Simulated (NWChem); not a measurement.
KCl; SMILES [K][Cl]

Program: NWChem. Medium grid unless said otherwise, to which SCAN and Minnesota functionals are sensitive. Structure relaxed at the PBE0/def2-SVP level. Total energies of different functionals are on different scales.

```
level                                             energy (Ha)  highest occupied level (eV)  orbital gap (eV)  dipole (D)
------------------------------------------------  -----------  ---------------------------  ----------------  ----------
B3LYP/def2-SVP                                     -1059.9989                        -5.28              3.69        9.34
PBE/def2-SVP                                       -1059.5595                        -4.31              2.46        9.08
B97-2/def2-SVP                                     -1060.0720                        -5.30               ___        9.64
PBE0/def2-SVP                                      -1059.6500                        -5.56              4.22        9.60
HCTH/407/def2-SVP                                  -1060.1494                        -4.55              2.26        9.07
TPSS/def2-SVP                                      -1060.0114                        -4.39              2.66        9.34
PW91/def2-SVP                                      -1059.9430                        -4.37              2.30        9.01
LC-BLYP (range parameter 0.33 per bohr)/def2-SVP   -1059.4826                        -7.81              7.35        9.48
SCAN/def2-SVP                                      -1060.0588                        -4.52              3.31        9.67
```

Question: Complete the blanks.

Answer: 
- B97-2/def2-SVP, orbital gap (eV): 3.98
